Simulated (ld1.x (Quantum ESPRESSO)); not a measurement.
**Reading a pseudo-wave (H (Z = 1))**

Columns: radius, all-electron u(r) and pseudo u(r) of the 1s shell (level -9.49 eV) of hydrogen in the configuration 1s0.75; PBE, scalar-relativistic, TM scheme, ld1.x (Quantum ESPRESSO) 7.5.

| r (bohr) | all-electron | pseudo |
| --- | --- | --- |
| 0.042 | 0.0822 | 0.0709 |
| 0.085 | 0.1593 | 0.1424 |
| 0.128 | 0.2295 | 0.2117 |
| 0.170 | 0.2919 | 0.2765 |
| 0.212 | 0.3486 | 0.3373 |
| 0.255 | 0.4012 | 0.3948 |
| 0.298 | 0.4485 | 0.4468 |
| 0.340 | 0.4900 | 0.4921 |
| 0.382 | 0.5272 | 0.5319 |
| 0.425 | 0.5611 | 0.5670 |
| 0.467 | 0.5904 | 0.5964 |
| 0.510 | 0.6169 | 0.6219 |
| 0.552 | 0.6394 | 0.6432 |
| 0.595 | 0.6594 | 0.6618 |
| 0.638 | 0.6765 | 0.6778 |
| 0.680 | 0.6906 | 0.6911 |
| 0.722 | 0.7023 | 0.7024 |
| 0.765 | 0.7120 | 0.7120 |
| 0.807 | 0.7195 | 0.7195 |
| 0.850 | 0.7252 | 0.7252 |
| 0.892 | 0.7291 | 0.7291 |
| 0.935 | 0.7314 | 0.7314 |
| 0.977 | 0.7322 | 0.7322 |
| 1.020 | 0.7317 | 0.7317 |
| 1.062 | 0.7299 | 0.7299 |
| 1.105 | 0.7270 | 0.7270 |

How many radial nodes do the two functions have?

The all-electron 1s function has n − l − 1 = 0; the pseudo-wave has 0.

At about which radius was the pseudo-wave matched?

0.85 bohr. The columns agree to 0.0005 from 0.72 bohr on; several derivatives are matched, so the curves merge somewhat inside the radius.

Is the pseudo-wave norm-conserving?

Yes: the TM scheme keeps the norm inside the radius equal to the all-electron one, which fixes the energy derivative of the logarithmic derivative at the level.
